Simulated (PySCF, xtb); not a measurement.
Ni(CO)4 (C4NiO4), SMILES [O+]#[C-]->[Ni](<-[C-]#[O+])(<-[C-]#[O+])<-[C-]#[O+], multiplicity 1.

GFN2-xTB (xtb 6.7.1) at its own geometry gives an orbital gap of 3.57 eV and a dipole moment of 0.01 D.

Coordinates come from a PBE-D3(BJ)/def2-SVP optimisation. The multiplicity is an assumed one; other spin states were not compared. The isomer is the one that the SMILES or the coordinates give; other isomers of the formula were not compared.

Task: What does PBE0/def2-TZVP in PySCF give? (Estimate from the structure and the level; the computed values follow.)

Result: gap 6.61 eV (levels -7.84 and -1.23 eV), dipole 0.00 D.
